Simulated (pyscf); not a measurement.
H₂Si=S (SMILES [SiH2]=S) -> :HSi–SH (SMILES [SiH]S) [singlet] (hydrogen shift; singlet surface; H–Si broken, H–S formed). PySCF, gas phase, ωB97X-D3(BJ)/def2-SVP geometries. Correlated levels are frozen-core, on RHF or UHF. ΔMP2 is the change of the MP2 total energy from the triple- to the quadruple-zeta basis. Energies in eV from the reactant's lowest minimum found.

```csv
level,barrier,reaction energy
ωB97X-D3(BJ)/def2-TZVP,2.60,+0.50
PBE0-D3(BJ)/def2-TZVP,2.34,+0.46
M06-2X/def2-TZVP,2.45,+0.42
MP2/def2-QZVPP,2.49,+0.63
CCSD/def2-TZVPP,2.50,+0.45
CCSD(T)/def2-TZVPP,2.36,+0.47
CCSD(T)/def2-TZVPP + ΔMP2(QZVPP),(withheld),(withheld)
```

Problem. Fill in the missing entries.

Solution. 
- CCSD(T)/def2-TZVPP + ΔMP2(QZVPP), barrier: 2.35
- CCSD(T)/def2-TZVPP + ΔMP2(QZVPP), reaction energy: +0.49

One saddle was located; it need not be the lowest between these sides. One closed-shell reference is unstable to symmetry breaking; treat the single-reference values with care. The CCSD(T) − MP2 part came from Ansatz, without density fitting, on the same reference.
